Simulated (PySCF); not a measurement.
Species: C2H5BO3.
Atom-mapped SMILES: `[OH:1][B:2]1[O:3][CH2:4][CH2:5][O:6]1` (hydrogens: H7 on O1; H8, H9 on C4; H10, H11 on C5)

Jobs on this species (11 atoms, 46 electrons) with PySCF (density fitting). Hardware of each: one thread of an Arm Neoverse V1, no GPU, shared host. The host was shared with other jobs, so the times are rough. Peak memory is the resident size of the whole Python process, interpreter and libraries included.

```tsv
level and settings	work	basis functions	SCF cycles	wall time	peak memory
delta-SCF UKS SCAN, def2-TZVP on the ionised atom, pcseg-1 elsewhere, spin-free X2C	ΔSCF core ionisation, 4 holes	126	?	?	?
delta-SCF UKS SCAN, pcX-2 on the ionised atom, pcseg-1 elsewhere, non-relativistic	ΔSCF core ionisation, 4 holes	140	?	?	?
PBE0-D3(BJ)/def2-SVP, grid level 1	geometry optimisation from a GFN2-xTB start shaken at random	109	?	?	?
delta-SCF UKS SCAN, pcX-2 on the ionised atom, pcseg-1 elsewhere, spin-free X2C	ΔSCF core ionisation, 4 holes	140	71	22 s	0.47 GiB
delta-SCF UKS PBE, pcX-2 on the ionised atom, pcseg-1 elsewhere, spin-free X2C	ΔSCF core ionisation, 4 holes	140	68	14 s	0.53 GiB
delta-SCF UKS HF, pcX-2 on the ionised atom, pcseg-1 elsewhere, spin-free X2C	ΔSCF core ionisation, 4 holes	140	60	13 s	0.53 GiB
delta-SCF UKS PBE0, pcX-2 on the ionised atom, pcseg-1 elsewhere, spin-free X2C	ΔSCF core ionisation, 4 holes	140	62	24 s	0.53 GiB
delta-SCF UKS B3LYP, pcX-2 on the ionised atom, pcseg-1 elsewhere, spin-free X2C	ΔSCF core ionisation, 4 holes	140	62	24 s	0.54 GiB
delta-SCF UKS SCAN, pcX-1 on the ionised atom, pcseg-1 elsewhere, spin-free X2C	ΔSCF core ionisation, 4 holes	119	69	18 s	0.53 GiB
```

Question: Fill in the missing figures.

Answer: 
- delta-SCF UKS SCAN, def2-TZVP on the ionised atom, pcseg-1 elsewhere, spin-free X2C; ΔSCF core ionisation, 4 holes: 20 s, 0.53 GiB, 71 SCF cycles
- delta-SCF UKS SCAN, pcX-2 on the ionised atom, pcseg-1 elsewhere, non-relativistic; ΔSCF core ionisation, 4 holes: 21 s, 0.53 GiB, 71 SCF cycles
- PBE0-D3(BJ)/def2-SVP, grid level 1; geometry optimisation from a GFN2-xTB start shaken at random: 23 s, 0.45 GiB, 42 SCF cycles

Question: What do all jobs in the table cost together?

Answer: About 3.0 min; the longest takes about 13 % of that, and about 1.8 times as long as the shortest.
